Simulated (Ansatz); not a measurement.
Two isomers of C3H7NSi: A = `NC1=C[SiH2]C1`, B = `[SiH3]N=C1CC1`.

Computed with Ansatz on PBE0-D4/def2-TZVP structures; ΔE is electronic, products minus reactants. CCSD(T)/CBS is the MP2 limit (def2-TZVPP, def2-QZVPP) plus CCSD(T) − MP2 in def2-TZVPP, frozen cores. Functionals use def2-TZVPP. B3LYP here is the variant with VWN-RPA as its local correlation; programs differ in this. Each species was taken in one conformer, which may not be the lowest.

(1) Which is lower in electronic energy at CCSD(T)/CBS, and by how much? (Best estimate.)

(2) Give E(B) − E(A) in kJ/mol with PBE0-D4, B3LYP-D4, B3LYP, CCSD/def2-TZVPP, CCSD(T)/def2-TZVPP, ωB97M-V, MP2/def2-TZVPP. (Best estimate.)

Largest T1 diagnostic: 0.012.

Answers

(1) The calculation gave: A, by 91.3 kJ/mol.

(2) Ansatz gave: PBE0-D4 93.7, B3LYP-D4 77.7, B3LYP 74.3, CCSD/def2-TZVPP 82.7, CCSD(T)/def2-TZVPP 84.5, ωB97M-V 88.5, MP2/def2-TZVPP 90.4. None reverses the order clearly.

In def2-TZVPP, CCSD(T) changes the Hartree–Fock value by +16.0 kJ/mol (the triples alone add +1.8 kJ/mol) and MP2 by +22.0 kJ/mol. From PBE to PBE0 (25 % exact exchange), in def2-TZVPP and without D4, E(B) − E(A) moves by +6.5 kJ/mol.
